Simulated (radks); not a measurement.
The numbers below are computed, except where a source is named.
Ionisation of Ti20+, [He], to Ti21+, 1s1, under several functionals. Scalar-relativistic Kohn-Sham, spin-polarised, spherical densities, finite nucleus; open shells are filled with parallel spins first; a radial shooting solver on a logarithmic mesh with Libxc functionals.

functional            E(Ti20+) (hartree)  Exc (hartree)  IE (eV)  -e(HOMO) (eV)  <r> HOMO (bohr)  IE error (eV)
exchange-only r2SCAN          -473.40951      -13.66138   6253.8         6132.5          0.06881           +4.8
MS2 meta-GGA                  -473.45019      -13.71172   6254.8         6128.2          0.06883           +5.8
r2SCAN                        -473.45440      -13.70652   6255.0         6133.1          0.06881           +6.0

NIST Atomic Spectra Database: 6249.0 eV (theoretical). Closest: exchange-only r2SCAN. The Delta-SCF values span 1.23 eV, the total energies 0.04 hartree. The highest occupied level is 1s.
